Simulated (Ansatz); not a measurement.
Stepwise reaction of `C[SiH](C)[GeH3]` with hydrogen, as a gas-phase model of exchange steps in deposition or etching. ΔE in kJ/mol.

Calculated with Ansatz (gas phase, PBE0-D4/def2-TZVP geometries, no zero-point term in ΔE). CCSD(T)/CBS adds triple-zeta CCSD(T) − MP2 to the extrapolated MP2 energy (def2 sets, frozen cores). This one scheme is used for every species. DFT in def2-TZVPP. B3LYP here is the variant with VWN-RPA as its local correlation; programs differ in this. For Ge outer-core shells are correlated without core-valence functions, which leaves a few kJ/mol of doubt a bond. Scalar relativity is left out up to krypton.

```tsv
step	reaction	PBE-D4	B3LYP-D4	ωB97M-V	CCSD(T)/CBS
1	`C[SiH](C)[GeH3]` + H₂ → `C[SiH2][GeH3]` + CH₄	-24.5	-29.3	-26.4	-25.5
```

Problem. Give the row of step 2, `C[SiH2][GeH3]` + H₂ → `[SiH3][GeH3]` + CH₄. (Best estimate.)

Solution. Computed: 
```
step                                     reaction  PBE-D4  B3LYP-D4  ωB97M-V  CCSD(T)/CBS
   2  `C[SiH2][GeH3]` + H₂ → `[SiH3][GeH3]` + CH₄   -26.4     -31.5    -28.7        -27.8
```

Problem. By hand: ΔE of the 2 steps together at CCSD(T)/CBS.

Solution. (-25.5) + (-27.8) = -53.3 kJ/mol, or -26.6 kJ/mol a step.

In ΔE the steps differ by no more than 2.3 kJ/mol. All are downhill at CCSD(T)/CBS. PBE-D4 differs from CCSD(T)/CBS by 1.0 to 1.4 kJ/mol a step. Isolated molecules leave out the surface, adducts and barriers. Largest T1 diagnostic: 0.012.
